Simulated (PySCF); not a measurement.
Input for PySCF: R-M06-2X/6-31G* on GeH4N2 (a complex), monomers drawn apart or pushed together.

```python
from pyscf import gto, scf, dft, mp
from pyscf.data.elements import chemcore

mol = gto.M(
    atom='''
    N    -0.21362157   -0.07656925   -1.11253120
    N    -0.50001753    0.37811009   -0.16328979
    Ge    0.31996120   -0.13412870    4.78261698
    H     0.69810846   -0.45555322    6.23689852
    H    -0.36085023   -1.35731673    4.15123930
    H     1.58990764    0.20860658    3.99008934
    H    -0.64209918    1.06150465    4.75483214
    ''',
    basis='6-31g*',
    cart=True,
    charge=0, spin=0, verbose=3, max_memory=1800)
mf = dft.RKS(mol, xc='m062x')
mf.conv_tol = 1e-8
mf.max_cycle = 100
mf.kernel()
if not mf.converged:
    mf = mf.newton().run(mf.mo_coeff, mf.mo_occ)
```

Program output:

```
converged SCF energy = -2188.57027868529
```

Self-consistency was reached.

Cost: very roughly 7 core-seconds.
